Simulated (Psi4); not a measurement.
AlI$_{3}$, triplet, at a GFN2-xTB geometry (such geometries of metal compounds can be far from the true shape) (a higher spin typed on purpose: for a closed-shell molecule this is an excited state) (all electrons, no relativity).

Here is a job for Psi4.
```
memory 2 GB

molecule mol {
0 3
  Al   -0.003746   -0.617289    0.323713
  I    -2.539459   -1.196535   -0.373245
  I     0.010591    1.745410   -0.915312
  I     2.529787   -0.397465    1.209156
}

set basis sto-3g
set reference uks
set scf_type pk

energy('bhhlyp')
print_variables()
```

Q: What does this run give for the nuclear repulsion energy, dipole moment, <S^2>, number of basis functions, total energy?

A: 
```
Quantity                              Value
-------------------------  ----------------
nuclear repulsion energy       1440.5591 Eh
dipole moment                        0.86 D
<S^2>                                 2.003
number of basis functions                90
total energy               -20798.671044 Ha
```

These values belong to the state on which the SCF converged, which isn't shown to be the lowest.
